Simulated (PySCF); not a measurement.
An unknown shows these calculated signals:

¹H NMR (600 MHz, computed): δ 5.48 (m, 1H), 5.10 (m, 1H), 2.82 (m, 1H), 2.47 (m, 1H).

¹³C{¹H} NMR (computed): δ 99.2 (C), 97.9 (C), 94.8 (CH), 87.9 (CH), 39.3 (CH2).

[PySCF 2.14: geometry from GFN2-xTB; σ from GIAO-PBE0/pcSseg-1; one computed conformer; no solvent; non-relativistic Hamiltonian]

Referencing at the same level of theory: ¹H (σ = 31.72 ppm), ¹³C (σ = 186.93 ppm) vs TMS.

Task: Which of these does the molecule contain: an OH group, a three-membered ring, a C≡C triple bond, an aldehyde?

Result: 
- An OH group: no.
- A three-membered ring: yes.
- A C≡C triple bond: no.
- An aldehyde: no.

The data belong to `F[C@@H]1C[C@]2(F)O[C@]2(F)[C@@H]1F`, C5H4F4O; they needn't prove each group on their own.

Carbon signals by region: 4 at 50–100 ppm, 1 below 50 ppm.

Splittings by ¹⁹F in the carbon and heteronuclear signals aren't shown, as no couplings were computed. Shifts are as computed. Against solution values, carbons near 30 ppm lie about +3 ppm off and those near 130 ppm about +5 ppm. Of 1211 compounds with measured shifts, 218 miss one by over three times the rms of a fit or turn the order of signals round; such compounds aren't used in these exercises. No couplings were computed; multiplicities are counted from neighbouring protons, with m where these are inequivalent, close in shift, in a saturated or five-membered ring or joined by F or P, and br s for small geminal =CH2 splittings.
